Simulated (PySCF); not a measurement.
Cl3H4NSi2, SMILES [SiH3]N[Si](Cl)(Cl)Cl. Atoms are numbered in the order given.

```xyz
10

Si    -2.5540     0.0986     0.9770
N     -1.0448     0.8595     0.5048
Si     0.3483     0.1066    -0.1180
Cl     1.1075    -1.2868     1.1789
Cl     1.7554     1.5561    -0.4518
Cl    -0.0347    -0.8794    -1.8732
H     -2.3904    -1.3578     0.7140
H     -3.6929     0.6404     0.1788
H     -2.8366     0.3305     2.4242
H     -0.9670     1.8683     0.6069
```

Geometry optimised at PBE0-D3(BJ)/def2-SVP. One conformer was computed; it need not be the lowest.

Level of theory: PBE0/def2-TZVP (PySCF).

Computed frontier levels, gap, dipole moment and polarisability:
The highest occupied level is -8.25 eV and the lowest empty level is -0.28 eV. The orbital gap is 7.97 eV. The dipole moment is 2.05 D and the quadrupole, principal values (traceless, Buckingham form, about the centre of nuclear charge) comes out as -3.94, -0.18, 4.12 D·Å. The mean static polarisability is 89.1 bohr³ (13.20 Å³) and the polarisability, principal values is 84.1, 86.2, 97.0 bohr³.
